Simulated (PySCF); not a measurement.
C3F3, SMILES [C]#CC(F)(F)F, multiplicity 2. Atoms are numbered in the order given.

```xyz
6

C      0.0000     0.0000     2.4305
C      0.0000     0.0000     1.2069
C      0.0000     0.0000    -0.2690
F      1.0916     0.6302    -0.7485
F      0.0000    -1.2605    -0.7485
F     -1.0916     0.6302    -0.7485
```
Charge 0, spin multiplicity 2.

Coordinates come from a PBE-D3(BJ)/def2-SVP optimisation. The isomer is the one that the SMILES or the coordinates give; other isomers of the formula were not compared.

These are PySCF with PBE/pcH-1 values and carry that method's errors.

Unrestricted Kohn–Sham, ⟨S²⟩ = 0.776. Hyperfine tensors hold the contact and dipolar terms, without spin-orbit corrections.

Computed hyperfine couplings:
| nucleus | A(iso) (MHz) | A(iso) (G) | dipolar principal values (MHz) |
|---|---|---|---|
| 13C no. 1 | 1072.7 | 382.8 | -51.2, -51.2, 102.3 |
| 13C no. 2 | 192.0 | 68.5 | -26.2, -26.2, 52.3 |
| 13C no. 3 | 30.5 | 10.9 | -2.8, -2.8, 5.7 |
| 19F no. 4 | -11.2 | -4.0 | -4.1, -0.2, 4.4 |
| 19F no. 5 | -11.3 | -4.0 | -4.1, -0.2, 4.4 |
| 19F no. 6 | -11.2 | -4.0 | -4.1, -0.2, 4.4 |

And the g tensor (effective nuclear charges for spin-orbit coupling, GIAO)? (The exact figures need the calculation; the answer reports its results.)

principal values 2.0022, 2.0034, 2.0034; isotropic 2.0030.
